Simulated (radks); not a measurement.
Question: Isoelectronic series with 19 electrons, each ion in its NIST ground configuration. Method: Dirac Kohn-Sham, PBE, spin-unpolarised, spherical densities, finite nucleus; open shells are shared between the two j in proportion to 2j + 1; Fermi nuclear charge, rms radius of each element as measured or else 0.836 A^(1/3) + 0.57 fm; computed with a radial shooting solver on a logarithmic mesh with Libxc functionals. Total energies (hartree) and orbital eigenvalues (Ry) (* marks an orbital that is empty in some or all of the ions):

ion    configuration  E (hartree)     4s1/2*      3p3/2      3p1/2
K           [Ar] 4s1   -602.08908   -0.17044   -1.37611   -1.39570
Cr5+        [Ar] 3d1  -1044.27698   -3.93544   -9.17114   -9.25797
Cu10+       [Ar] 3d1  -1616.37579  -11.29513  -23.20561  -23.46025
Se15+       [Ar] 3d1  -2319.93581  -21.95678  -42.93870  -43.52754
Ru25+       [Ar] 3d1  -4132.46267  -53.22768  -99.40350  -101.5296
Xe35+       [Ar] 3d1  -6510.88570  -98.18154  -178.7029  -184.3900

Estimate the row of In30+ ([Ar] 3d1).

Answer: E (hartree) -5248.65688; 4s1/2* -73.95161; 3p3/2 -136.1784; 3p1/2 -139.7527.
